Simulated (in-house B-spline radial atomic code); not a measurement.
Li⁻. Computed with a B-spline radial atomic code. Model: all-electron spherical atom, spin shells full or empty, radial basis limit, no spin-orbit coupling: exact exchange with a local potential (Slater, KLI or optimised effective potential, whose far tail is KLI's), no correlation.

Anion configuration assumed.

The run also made RPA and GW results, which its time includes.

The Slater potential averages the orbital exchange potentials with the orbital densities as weights, KLI adds orbital constants, and the optimised effective potential minimises the exact-exchange energy among local potentials. So their energies lie above Hartree-Fock in the order OEP, KLI, Slater. All fall off as −1/r, unlike LDA and GGA exchange.

Command:
```bash
python run_gw.py task.json out
```
Settings (lengths in bohr, energies in hartree):
```
Z                      3
electrons              4
configuration          [He] 2s2
hamiltonian            nr
method                 slater
lmax                   9
spin_polarised         False
box_radius             60
intervals              66
ion_configuration      [He] 2s1
```

Run time, properties included: 3.6 s on 1 thread of Arm Neoverse N1, on a shared host.

Given: hamiltonian non-relativistic; mean-field start Slater potential.

Computed: energy above Hartree-Fock 11.34 millihartree; virial ratio -E/T less 1 -0.029073.

```csv
radius (bohr),r times exchange potential (hartree bohr)
0.0167,-0.04539
0.0203,-0.055137
0.0246,-0.066751
0.0299,-0.081024
0.0363,-0.098171
0.0442,-0.11919
0.0536,-0.14395
0.0652,-0.17409
0.0792,-0.20977
0.0963,-0.25217
0.117,-0.30164
0.142,-0.35842
0.173,-0.42414
0.21,-0.4957
0.255,-0.57284
0.31,-0.65332
0.376,-0.7321
0.457,-0.80661
0.556,-0.8718
0.675,?
0.821,-0.95518
0.997,-0.95535
1.21,-0.88197
1.47,-0.69225
1.79,-0.54134
2.17,-0.55063
2.64,-0.62527
3.21,-0.70977
3.9,?
4.74,-0.85718
5.76,-0.91092
7,-0.94945
8.5,-0.97423
10.3,-0.98832
12.6,-0.99566
15.3,-0.99861
18.5,-0.99963
```

Q: What belongs in the row 0.675?

A: r times exchange potential (hartree bohr): -0.92264.

Q: What belongs in the row 3.9?

A: r times exchange potential (hartree bohr): -0.78896.

```json
{"occupied": "1s", "level (hartree)": "-2.228", "Hartree-Fock level (hartree)": "-2.3228"}
{"occupied": "2s", "level (hartree)": "-0.016837", "Hartree-Fock level (hartree)": "-0.014538"}
```
